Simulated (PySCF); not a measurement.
Species: NiI2 (triplet state).
SMILES: `[I][Ni][I]`

Computed with PBE0-D3(BJ)/def2-SVP geometry optimisation, gas phase, def2 core potentials past Kr in PySCF 2.14.0.

Masses are those of the commonest isotopes; rigid-rotor values at the optimised geometry. 

What are the moment of inertia and the rotational constant?

I = 1473.055 u·Å², B = 505379 MHz·u·Å²/I = 343.1 MHz (0.0114 cm⁻¹, or 0.016 K as hB/k).

If the electronic state has orbital angular momentum about the axis (Π, Δ; not determined here), the simple ladder of levels BJ(J+1) doesn't apply.

No frequency check. ⟨S²⟩ = 2.004 (exact for a triplet: 2.00). These are rigid-rotor constants of the computed structure; measured ground-state constants (B0) also hold zero-point vibration.

On one thread of an Arm Neoverse V1, on a shared host, this took 89 s of wall time and 0.38 GiB of memory at its peak. This is the geometry optimisation.

***

Compound: CoI₂ (quartet state).
SMILES: `[I][Co][I]`

Theory: PBE0-D3(BJ)/def2-SVP geometry optimisation, gas phase, def2 core potentials past Kr in PySCF 2.14.0.

Take the most abundant isotopes and a rigid rotor. 

(1) What are the moment of inertia and the rotational constant?

## Answers

(1) I = 1499.154 u·Å², B = 505379 MHz·u·Å²/I = 337.1 MHz (0.0112 cm⁻¹, or 0.016 K as hB/k).

If the electronic state has orbital angular momentum about the axis (Π, Δ; not determined here), the simple ladder of levels BJ(J+1) doesn't apply.

Stationary, but not proved a minimum. ⟨S²⟩ = 3.757 (exact for a quartet: 3.75). Zero-point vibration and centrifugal distortion are left out.

Hardware: Intel Xeon 6975P-C, one thread, no GPU, shared host with 192 logical CPUs at a one-minute load of 61. Cost: 56 s wall, 0.39 GiB resident at most. These figures are those of the optimisation.
